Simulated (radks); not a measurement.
Numerical settings for the antimony ion Sb3+, [Kr] 4d10 5s2. Method: scalar-relativistic Kohn-Sham, PBE, spin-unpolarised, spherical densities, finite nucleus; Fermi nuclear charge, rms radius 4.6802 fm; computed with a radial shooting solver on a logarithmic mesh with Libxc functionals. The defaults (mesh step 0.008 in ln r, mesh end at 40 bohr or more with all orbitals vanishing there, Anderson mixing 0.5 over 9 steps, residual threshold near 1e-9 with the energy settled to 1e-9 hartree or 1e-11 of itself, here a cap of 61 iterations) give E = -6479.4789 hartree and 5s at -38.905 eV in 15 iterations. Run on one thread of a shared host, so times are rough (Arm Neoverse V1): 0.11 s of CPU time, 0.11 s wall, 15 iterations on 2213 mesh points. Changes against that run (0 stands for a change within the tolerance of the run):

| setting | iterations | converged | E (mhartree) | e(5s) (meV) | CPU (s) |
|---|---|---|---|---|---|
| mesh step in ln r 0.12 | 2 | no | diverged | - | 0.01 |
| mesh step in ln r 0.02 | 14 | yes | +0.000378 | 0 | 0.05 |
| mesh step in ln r 0.2 | 6 | no | diverged | - | 0.02 |
| mesh end (bohr) 20 | 15 | yes | 0 | 0 | 0.11 |
| mesh end (bohr) 8 | 15 | yes | +0.00119 | +0.07 | 0.11 |
| residual threshold 1e-16 | 61 | no | 0 | 0 | 0.23 |
| residual threshold 0.1 | 9 | yes | -0.00073 | -1.18 | 0.08 |
| mixing 1 | 14 | yes | 0 | 0 | 0.1 |
| linear mixing, mixing 0.8 | 37 | no | diverged | - | 0.24 |
| linear mixing, mixing 0.2 | 61 | no | 0 | -0.00807 | 0.36 |
| mixing history 3 | 20 | yes | 0 | 0 | 0.13 |
| iteration cap 8 | 8 | no | -0.00073 | -1.18 | 0.06 |

No run marked as converged misses the energy by more than 1 mhartree. A mesh that ends early acts as a hard wall.
